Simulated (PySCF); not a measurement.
C2H6N (SMILES C[CH-]N), charge -1, singlet, geometry from GFN2-xTB; MP2/6-311G** (PySCF).

Input for PySCF:
```python
from pyscf import gto, scf, mp

mol = gto.M(
    atom='''
C     1.173794   -0.298885   -0.030648
C    -0.000619    0.690498   -0.119470
N    -1.281756   -0.073605    0.018756
H     2.131807    0.237138    0.010824
H     1.167587   -1.007128    0.848546
H     1.205745   -0.944680   -0.924685
H     0.048015    1.289231    0.846587
H    -1.253289   -0.753268    0.806942
H    -1.366625   -0.655738   -0.818802
''',
    basis='6-311g**',
    charge=-1,
    spin=0,
    verbose=4,
)

mf = scf.RHF(mol)
mf.kernel()

pt = mp.MP2(mf)
pt.kernel()
print('E(MP2) = %.10f' % pt.e_tot)
```

Write the output that PySCF gives for this input, abridged.


```
PySCF version 2.14.0

[INPUT] verbose = 4
[INPUT] num. atoms = 9
[INPUT] num. electrons = 26
[INPUT] charge = -1
[INPUT] spin (= nelec alpha-beta = 2S) = 0
[INPUT] symmetry False subgroup None
[INPUT] Mole.unit = angstrom
[INPUT] Symbol           X                Y                Z      unit          X                Y                Z       unit  Magmom
[INPUT]  1 C      1.173794000000  -0.298885000000  -0.030648000000 AA    2.218149186658  -0.564810792741  -0.057916326266 Bohr   0.0
[INPUT]  2 C     -0.000619000000   0.690498000000  -0.119470000000 AA   -0.001169740471   1.304852109560  -0.225765580102 Bohr   0.0
[INPUT]  3 N     -1.281756000000  -0.073605000000   0.018756000000 AA   -2.422167798518  -0.139093291399   0.035443703192 Bohr   0.0
[INPUT]  4 H      2.131807000000   0.237138000000   0.010824000000 AA    4.028531380431   0.448125873727   0.020454395572 Bohr   0.0
[INPUT]  5 H      1.167587000000  -1.007128000000   0.848546000000 AA    2.206419656603  -1.903196092381   1.603519544095 Bohr   0.0
[INPUT]  6 H      1.205745000000  -0.944680000000  -0.924685000000 AA    2.278527826064  -1.785186475354  -1.747401401493 Bohr   0.0
[INPUT]  7 H      0.048015000000   1.289231000000   0.846587000000 AA    0.090735199871   2.436293501299   1.599817570617 Bohr   0.0
[INPUT]  8 H     -1.253289000000  -0.753268000000   0.806942000000 AA   -2.368372964930  -1.423470218399   1.524899378409 Bohr   0.0
[INPUT]  9 H     -1.366625000000  -0.655738000000  -0.818802000000 AA   -2.582546964984  -1.239165229470  -1.547311530246 Bohr   0.0

nuclear repulsion = 74.8244020873167
number of shells = 48
number of NR pGTOs = 141
number of NR cGTOs = 90
basis = 6-311g**
ecp = {}

******** <class 'pyscf.scf.hf.RHF'> ********
method = RHF
initial guess = minao
damping factor = 0
level_shift factor = 0
DIIS = <class 'pyscf.scf.diis.CDIIS'>
diis_start_cycle = 1
diis_space = 8
diis_damp = 0
SCF conv_tol = 1e-09
SCF conv_tol_grad = None
SCF max_cycles = 50
direct_scf = True
direct_scf_tol = 1e-13
Set gradient conv threshold to 3.16228e-05
Initial guess from minao.
init E= -133.642408531552
  HOMO = -0.136282943920634  LUMO = 0.108327892080318  gap/eV = 6.65620
cycle= 1 E= -133.525198588605  delta_E= 0.117  |g|= 0.405  |ddm|= 2.14
  HOMO = 0.0469702980784206  LUMO = 0.339315746311311  gap/eV = 7.95512
cycle= 2 E= -133.56832899074  delta_E= -0.0431  |g|= 0.189  |ddm|= 0.733
  HOMO = -0.0258019456819056  LUMO = 0.338097099045215  gap/eV = 9.90220
cycle= 3 E= -133.577535604626  delta_E= -0.00921  |g|= 0.0473  |ddm|= 0.234
  HOMO = -0.0215408534066626  LUMO = 0.340570341824555  gap/eV = 9.85355
cycle= 4 E= -133.578453727923  delta_E= -0.000918  |g|= 0.0104  |ddm|= 0.0965
  HOMO = -0.0211389462361922  LUMO = 0.340136328174434  gap/eV = 9.83080
cycle= 5 E= -133.578539987999  delta_E= -8.63e-05  |g|= 0.00415  |ddm|= 0.0442
  HOMO = -0.0215979767142045  LUMO = 0.340175992817588  gap/eV = 9.84437
cycle= 6 E= -133.578553536629  delta_E= -1.35e-05  |g|= 0.00172  |ddm|= 0.0178
  HOMO = -0.0214737374424914  LUMO = 0.340222513873602  gap/eV = 9.84226
cycle= 7 E= -133.578556603951  delta_E= -3.07e-06  |g|= 0.000475  |ddm|= 0.0106
  HOMO = -0.0215614693050625  LUMO = 0.340201059797382  gap/eV = 9.84406
cycle= 8 E= -133.578556920689  delta_E= -3.17e-07  |g|= 0.000137  |ddm|= 0.00364
  HOMO = -0.0215608626059449  LUMO = 0.340203843387673  gap/eV = 9.84412
cycle= 9 E= -133.578556947065  delta_E= -2.64e-08  |g|= 4.17e-05  |ddm|= 0.00092
  HOMO = -0.0215594475405325  LUMO = 0.340203237247096  gap/eV = 9.84406
cycle= 10 E= -133.578556949564  delta_E= -2.5e-09  |g|= 1.46e-05  |ddm|= 0.000273
  HOMO = -0.0215585297465495  LUMO = 0.340204458503727  gap/eV = 9.84407
cycle= 11 E= -133.578556949768  delta_E= -2.04e-10  |g|= 4.59e-06  |ddm|= 7.25e-05
  HOMO = -0.0215590163570383  LUMO = 0.340204331516304  gap/eV = 9.84408
Extra cycle  E= -133.578556949785  delta_E= -1.64e-11  |g|= 2.25e-06  |ddm|= 1.49e-05
converged SCF energy = -133.578556949785

******** <class 'pyscf.mp.mp2.RMP2'> ********
nocc = 13, nmo = 90
E(RMP2) = -134.142316208674  E_corr = -0.563759258888812
E(SCS-RMP2) = -134.146307493557  E_corr = -0.567750543772454
E_corr(same-spin) = -0.125492961800907
E_corr(oppo-spin) = -0.438266297087904
E(MP2) = -134.1423162087
```
